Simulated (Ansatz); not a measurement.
`CC[Si]Cl` → `C[Si]Cl` + `[CH2]` (triplet) at 500 K and 1 bar (formal loss of a carbene).

Isolated molecules relaxed with PBE0-D4/def2-TZVP in Ansatz; ΔE leaves out vibrations. CCSD(T)/CBS adds triple-zeta CCSD(T) − MP2 to the extrapolated MP2 energy (def2 sets, frozen cores). This one scheme is used for every species. Triplets are unrestricted, without spin–orbit coupling. One conformer a species, not always the lowest.

```tsv
species	CCSD(T)/CBS energy (Eh)	H − E (kJ/mol)	S (J/(mol·K))
`CC[Si]Cl`	-827.97738	211.5	387.1
`C[Si]Cl`	-788.72093	126.9	336.6
`[CH2]` (triplet)	-39.09499	62.7	213.9
```

H − E and S are ideal-gas, rigid-rotor, harmonic terms from PBE0-D4/def2-TZVP, for one conformer and one mirror image of each species, with the whole ground term of open shells counted as degenerate. 1 Eh = 2625.50 kJ/mol, R = 8.31446 J/(mol·K).

Problem. By hand: ΔE, ΔH, ΔS and ΔG.

Solution. ΔE = (-788.72093) + (-39.09499) − (-827.97738) = 0.16146 Eh = 423.9 kJ/mol. Δ(H − E) = 126.9 + 62.7 − 211.5 = -21.9, so ΔH = 402.0 kJ/mol. ΔS = 336.6 + 213.9 − 387.1 = 163.4 J/(mol·K). ΔG = 402.0 − 500 × (163.4)/1000 = 320.3 kJ/mol.

Problem. By hand: the equilibrium constant, and the temperature at which ΔG would vanish if ΔH and ΔS stayed fixed.

Solution. log₁₀ K = −ΔG/(RT ln 10) = -33.5. ΔG = 0 at ΔH/ΔS = 2460 K.

The number of gas molecules changes by +1, which sets the sign of ΔS. A doubt of 5 kJ/mol in ΔE shifts log₁₀ K by 0.5 here. Other conformers and mirror images would add mixing entropy, several J/(mol·K) or more a flexible species. Modes under 60 cm⁻¹, often nearly free rotors, make the harmonic entropy too high. A triplet takes part, so the spin changes. These are equilibria of isolated gas molecules and say nothing of rates. Largest T1 diagnostic: 0.012 (customary marks: 0.02 for closed shells, 0.045 for open ones).
